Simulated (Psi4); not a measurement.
cobalt atom (Co), quartet; M06/cc-pVDZ (Psi4 1.11).

Here is a job for Psi4.
```
memory 2 GB

molecule {
0 4
  Co    0.00000000    0.00000000    0.00000000
}

set basis cc-pvdz
set reference uks

energy('m06')
print_variables()
```

Task: What does Psi4 print? Leave out banner, timings and long lists.

Result: 
```
   => Loading Basis Set <=

    Name: CC-PVDZ
    Role: ORBITAL
    Keyword: BASIS

         ---------------------------------------------------------
                                   SCF
               by Justin Turney, Rob Parrish, Andy Simmonett
                          and Daniel G. A. Smith
                              UKS Reference
         ---------------------------------------------------------

  ==> Geometry <==

    Molecular point group: d2h
    Geometry (in Angstrom), charge = 0, multiplicity = 4:

       Center              X                  Y                   Z               Mass
    ------------   -----------------  -----------------  -----------------  -----------------
         CO           0.000000000000     0.000000000000     0.000000000000    58.933194290000

  Running in d2h symmetry.

  Rotational constants: A = ************  B = ************  C = ************ [cm^-1]
  Rotational constants: A = ************  B = ************  C = ************ [MHz]
  Nuclear repulsion =    0.000000000000000

  Charge       = 0
  Multiplicity = 4
  Electrons    = 27
  Nalpha       = 15
  Nbeta        = 12

  ==> Algorithm <==

  SCF Algorithm Type is DF.
  DIIS enabled.
  MOM disabled.
  Fractional occupation disabled.
  Guess Type is CORE.
  Energy threshold   = 1.00e-06
  Density threshold  = 1.00e-06
  Integral threshold = 1.00e-12

  ==> Primary Basis <==

  Basis Set: CC-PVDZ
    Blend: CC-PVDZ
    Number of shells: 15
    Number of basis functions: 43
    Number of Cartesian functions: 49
    Spherical Harmonics?: true
    Max angular momentum: 3

  ==> DFT Potential <==

   => LibXC <=

    Version 7.1.2
    S. Lehtola, C. Steigemann, M. J. T. Oliveira, and M. A. L. Marques,  SoftwareX 7, 1–5 (2018) (10.1016/j.softx.2017.11.002)

   => Composite Functional: M06 <=

    M06 Meta-GGA XC Functional  (10.1007/s00214-007-0310-x)
    Y. Zhao and D. G. Truhlar,  Theor. Chem. Acc., 120, 215, 2008

    Deriv               =              1
    GGA                 =           TRUE
    Meta                =           TRUE

    Exchange Hybrid     =           TRUE
    MP2 Hybrid          =          FALSE

   => Exchange Functionals <=

    1.0000   XC_HYB_MGGA_X_M06

   => Exact (HF) Exchange <=

    0.2700               HF

   => Correlation Functionals <=

    1.0000    XC_MGGA_C_M06

   => LibXC Density Thresholds  <==

    XC_MGGA_C_M06:  1.00E-12
    XC_HYB_MGGA_X_M06:  1.00E-15

   => Molecular Quadrature <=

    Radial Scheme          =       TREUTLER
    Pruning Scheme         =           NONE
    Nuclear Scheme         =       TREUTLER

    Blocking Scheme        =         OCTREE
    BS radius alpha        =              1
    Pruning alpha          =              1
    Radial Points          =             75
    Spherical Points       =            302
    Total Points           =          21436
    Total Blocks           =            240
    Max Points             =            251
    Max Functions          =             43
    Weights Tolerance      =       1.00E-15

   => Loading Basis Set <=

    Name: (CC-PVDZ AUX)
    Role: JKFIT
    Keyword: DF_BASIS_SCF

  ==> Integral Setup <==

  SCF_SUBTYPE=INCORE selected. In-core MEM_DF algorithm will be used.
  Using in-core AOs.

  ==> MemDFJK: Density-Fitted J/K Matrices <==

    J tasked:                   Yes
    K tasked:                   Yes
    wK tasked:                   No
    Algorithm:                 Core
    Schwarz Cutoff:           1E-12
    Mask sparsity (%):       0.0000
    Fitting Condition:        1E-10

   => Auxiliary Basis Set <=

  Basis Set: (CC-PVDZ AUX)
    Blend: DEF2-UNIVERSAL-JKFIT
    Number of shells: 58
    Number of basis functions: 264
    Number of Cartesian functions: 377
    Spherical Harmonics?: true
    Max angular momentum: 6

  Minimum eigenvalue in the overlap matrix is 3.9417387544E-03.
  Reciprocal condition number of the overlap matrix is 1.5559252158E-03.
    Using symmetric orthogonalization.

[...]
   @DF-UKS iter  70: -1382.66905250932541   -1.47686e-04   1.97401e-03 DIIS/ADIIS
   @DF-UKS iter  71: -1382.66896632320277    8.61861e-05   1.89594e-03 DIIS/ADIIS
   @DF-UKS iter  72: -1382.66971354039561   -7.47217e-04   2.29356e-03 DIIS/ADIIS
   @DF-UKS iter  73: -1382.66833509383946    1.37845e-03   1.94385e-03 DIIS/ADIIS
   @DF-UKS iter  74: -1382.66897019451380   -6.35101e-04   1.78570e-03 DIIS/ADIIS
   @DF-UKS iter  75: -1382.66877838855680    1.91806e-04   2.03418e-03 DIIS/ADIIS
   @DF-UKS iter  76: -1382.66879404161227   -1.56531e-05   2.01666e-03 DIIS/ADIIS
   @DF-UKS iter  77: -1382.66774688440455    1.04716e-03   3.27297e-03 DIIS/ADIIS
   @DF-UKS iter  78: -1382.66779091440026   -4.40300e-05   3.13578e-03 DIIS/ADIIS
   @DF-UKS iter  79: -1382.66786161641789   -7.07020e-05   3.09873e-03 DIIS/ADIIS
   @DF-UKS iter  80: -1382.66839899425509   -5.37378e-04   2.58721e-03 DIIS/ADIIS
   @DF-UKS iter  81: -1382.66844082955959   -4.18353e-05   2.60949e-03 DIIS/ADIIS
   @DF-UKS iter  82: -1382.66766332541124    7.77504e-04   3.06915e-03 DIIS/ADIIS
   @DF-UKS iter  83: -1382.66827875054332   -6.15425e-04   1.29629e-03 DIIS/ADIIS
   @DF-UKS iter  84: -1382.66800172834019    2.77022e-04   1.50457e-03 DIIS/ADIIS
   @DF-UKS iter  85: -1382.66823538639096   -2.33658e-04   1.17136e-03 DIIS/ADIIS
   @DF-UKS iter  86: -1382.66872114299235   -4.85757e-04   1.86111e-03 DIIS/ADIIS
   @DF-UKS iter  87: -1382.66851866069942    2.02482e-04   1.82258e-03 DIIS/ADIIS
   @DF-UKS iter  88: -1382.66891615391933   -3.97493e-04   2.25520e-03 DIIS/ADIIS
   @DF-UKS iter  89: -1382.66834799419962    5.68160e-04   2.04162e-03 DIIS/ADIIS
   @DF-UKS iter  90: -1382.66814132357717    2.06671e-04   2.47601e-03 DIIS/ADIIS
   @DF-UKS iter  91: -1382.66812383996262    1.74836e-05   2.42622e-03 DIIS/ADIIS
   @DF-UKS iter  92: -1382.66828103270177   -1.57193e-04   2.61934e-03 DIIS/ADIIS
   @DF-UKS iter  93: -1382.66781525009128    4.65783e-04   2.38677e-03 DIIS/ADIIS
   @DF-UKS iter  94: -1382.66816157300173   -3.46323e-04   2.37504e-03 DIIS/ADIIS
   @DF-UKS iter  95: -1382.66853551721874   -3.73944e-04   3.13688e-03 DIIS/ADIIS
   @DF-UKS iter  96: -1382.66830552136230    2.29996e-04   2.32988e-03 DIIS/ADIIS
   @DF-UKS iter  97: -1382.66739801876315    9.07503e-04   3.30426e-03 DIIS/ADIIS
   @DF-UKS iter  98: -1382.66844930398611   -1.05129e-03   2.56958e-03 DIIS/ADIIS
   @DF-UKS iter  99: -1382.66886093649350   -4.11633e-04   1.49624e-03 DIIS/ADIIS
   @DF-UKS iter 100: -1382.66866665190878    1.94285e-04   2.37084e-03 DIIS/ADIIS

PsiException: Could not converge SCF iterations in 100 iterations.

  Failed to converge.

Traceback (most recent call last):
  File "psi4", line 375, in <module>
  File "<string>", line 22, in <module>
  File "site-packages/psi4/driver/driver.py", line 533, in energy
  File "site-packages/psi4/driver/procrouting/proc.py", line 2760, in run_scf
  File "site-packages/psi4/driver/procrouting/proc.py", line 2047, in scf_helper
  File "site-packages/psi4/driver/procrouting/scf_proc/scf_iterator.py", line 93, in scf_compute_energy
  File "site-packages/psi4/driver/procrouting/scf_proc/scf_iterator.py", line 86, in scf_compute_energy
  File "site-packages/psi4/driver/procrouting/scf_proc/scf_iterator.py", line 609, in scf_iterate

psi4.driver.p4util.exceptions.SCFConvergenceError: Could not converge SCF iterations in 100 iterations.

Printing out the relevant lines from the Psithon --> Python processed input file:
      Co    0.00000000    0.00000000    0.00000000
    """)
    core.IO.set_default_namespace("")
    core.set_global_option("BASIS", "cc-pvdz")
    core.set_global_option("REFERENCE", "uks")
--> energy('m06')
    print_variables()

!-------------------------------------------------------!
!                                                       !
!  Could not converge SCF iterations in 100 iterations. !
!                                                       !
!-------------------------------------------------------!
```

Convergence was not reached.
